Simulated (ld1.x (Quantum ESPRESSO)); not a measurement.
## Pseudopotential generation for Ti (Z = 22): RRKJ, PBEsol, scalar-relativistic.

* Element: Ti (Z = 22)
* Generator: ld1.x (Quantum ESPRESSO) 7.5
* Type: norm-conserving RRKJ (Kleinman–Bylander form)
* Functional: PBEsol
* Relativity: scalar-relativistic
* Frozen core: [Ar]
* Valence charge: 4
* Reference configuration: 3d2 4s2 4p0
* Partial waves: 4s (bound): rc 2.45 bohr; 4p (bound, empty): rc 3.85 bohr; 3d (bound): rc 2.55 bohr
* Local potential: the d channel
* Core correction: none

All-electron outer shells of the reference configuration (PBEsol, scalar-relativistic, ld1.x):

```json
{"shell": "3s", "level (eV)": "-62.45", "outermost node (bohr)": "0.40", "outermost maximum (bohr)": "0.87"}
{"shell": "3p", "level (eV)": "-38.77", "outermost node (bohr)": "0.37", "outermost maximum (bohr)": "0.90"}
{"shell": "4s", "level (eV)": "-4.48", "outermost node (bohr)": "1.24", "outermost maximum (bohr)": "2.92"}
{"shell": "3d", "level (eV)": "-4.27", "outermost node (bohr)": "–", "outermost maximum (bohr)": "0.98"}
{"shell": "4p", "level (eV)": "-1.45", "outermost node (bohr)": "1.39", "outermost maximum (bohr)": "3.80"}
```

(1) Does this generation succeed?

Results:

(1) No. ld1.x (Quantum ESPRESSO) 7.5 stopped with "compute_chi: n is too large": the Bessel-function wave could not be built (negative determinant in compute_phi), and the routine for χ then failed on it.
